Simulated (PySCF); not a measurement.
GeTe, SMILES [Ge]=[Te] (connectivity only; charge and spin as stated), charge -1, multiplicity 2. Coordinates come from a PBE-D3(BJ)/def2-TZVPD optimisation. The multiplicity is an assumed one; other spin states were not compared. The def2 effective core potentials stand for the cores of Te; spin–orbit coupling is left out.

Computed with PBE-D3(BJ)/def2-TZVPD (PySCF 2.14.0).

Harmonic wavenumbers (cm⁻¹): 256. Rotational constants (GHz): 1.761 (linear); symmetry number 1.

Question: Work out the zero-point energy and the ideal-gas rigid-rotor harmonic-oscillator thermochemistry at 298.15 K and 1 atm.

Answer: ZPE = ½ Σ hcν = ½ × 256 cm⁻¹ = 1.53 kJ/mol. H − E(el) = 11.46 kJ/mol. Entropy in J/(mol K): translation 174.84, rotation 76.23, vibration 7.07, spin 5.76, total 263.91. G − E(el) = -67.22 kJ/mol. Cp = 36.44 J/(mol K).
